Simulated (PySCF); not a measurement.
Computed properties of AlF2I, SMILES [F][Al]([F])[I]

AlF2I, SMILES [Al]([I])([F])[F]. Coordinates come from a r2SCAN-D4/def2-SVP optimisation. The def2 effective core potentials stand for the cores of I; spin–orbit coupling is left out. One conformer was computed; it need not be the lowest. All values are computed for the isolated molecule unless a solvent is named; none is compared with measurement here.

**Structure.** The optimised structure has C2v symmetry. All 6 harmonic modes at r2SCAN-D4/def2-SVP (PySCF) are real, so it is a minimum. With heavy atoms numbered as in [Al:1]([F:2])([F:3])[I:4], the shortest bond between them is Al1–F2 at 1.651 Å and the longest Al1–I4 at 2.431 Å.

**Vibrations.** The strongest infrared lines (harmonic, unscaled, degenerate partners summed) lie at 815 cm⁻¹ (170 km/mol, F 63 %, Al 36 %), 961 cm⁻¹ (106 km/mol, Al 51 %, F 49 %), 366 cm⁻¹ (74 km/mol, Al 49 %, F 37 %, I 13 %). The softest mode is at 150 cm⁻¹ and the zero-point energy is 3.9 kcal/mol.

**Electronic structure.** CAM-B3LYP/def2-TZVPD (PySCF) places the frontier levels at -9.69 and -0.99 eV, a gap of 8.70 eV, and gives a dipole moment of 1.27 D and a mean polarisability of 55.4 bohr³.

**Excitations.** TDDFT-B3LYP/def2-SVPD (PySCF) has S1 at 5.09 eV (244 nm, f = 0.016, weak); the most intense of the 10 singlets computed lies at 7.43 eV (f = 0.21). T1 (TDA) is at 4.79 eV. No vertical singlet excitation falls in the visible range (under 3.1 eV).
